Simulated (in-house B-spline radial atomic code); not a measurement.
**RPA and G0W0 on HSE06: K⁸⁺**

Configuration [Ne] 3s1, highest spin, mean-field start HSE06. Computed with an all-electron radial atomic-structure program (B-spline basis): all electrons, scalar-relativistic (spin-free one-electron X2C), finite nucleus, each spin shell either full or empty, empty states to l = 9 with an (l + 1/2)⁻⁴ tail; G0W0 by contour deformation at full frequency.

Command:
```bash
python run_gw.py task.json out
```
Settings (radii: box in bohr, nucleus in fm):
```
Z                        19
electrons                11
configuration            [Ne] 3s1
hamiltonian              x2c
method                   hse06
lmax                     9
rms_radius               3.4349
spin_polarised           True
box_radius               7.7
intervals                67
ion_configuration        [He] 2s2 2p6
```

Time taken, with all properties: 4 s on 1 thread of Intel(R) Xeon(R) Platinum 8259CL CPU @ 2.50GHz, on a shared host.

Energies (hartree):

```
                                     term       value
                         mean-field total  -580.16758
Hartree-Fock functional on these orbitals  -579.85953
                      direct second order    -0.72433
                    second-order exchange     0.27591
                         SOSEX correction     0.25881
```

Task: What is the RPA correlation energy, and what remains with SOSEX?

Result: RPA gives -0.67237 hartree (-1.66 eV per electron); RPA + SOSEX gives -0.41356, and the second-order doubles -0.44842 hartree (no singles). SOSEX takes back 38 % of the RPA value.

Quasi-particle levels (eV):

```
  level  occupied  mean field  Σx - vxc     Σc  QP weight     G0W0
  3s up       yes     -169.30     -6.10      ?          ?        ?
2p down       yes     -452.63    -24.30   2.89      0.975  -474.03
  2p up       yes     -453.37    -24.45   2.97      0.970  -474.86
3s down        no     -160.81      8.54  -2.72      0.961  -154.99
```

G0W0 = mean field + (Σx - vxc) + Σc, with Σc (partial-wave tail included) taken at the quasi-particle energy. Only the outer levels were computed. Levels of low weight are left out.

Task: Where does G0W0 put 3s up?

Result: At -177.23 eV, with Σc = -1.83 eV and a quasi-particle weight of 0.978. The tabulated removal energy is 175.817 ± 0.0025 eV (NIST, semi-empirical); the calculation leaves out spin-orbit coupling, Breit and QED terms, and what these don't explain is the method's own error.

Task: What does it cost to remove one electron (to [He] 2s2 2p6) by differences of total energies, each species on its own start (correlation terms add to the Hartree-Fock functional)?

Result: HSE06 176.63 eV, Hartree-Fock functional 175.28 eV, + RPA 176.76 eV, + RPA + SOSEX 175.78 eV, + second order 175.89 eV. Tabulated: 175.817 ± 0.0025 eV (NIST, semi-empirical); the calculation leaves out spin-orbit coupling, Breit and QED terms, and what these don't explain is the method's own error.
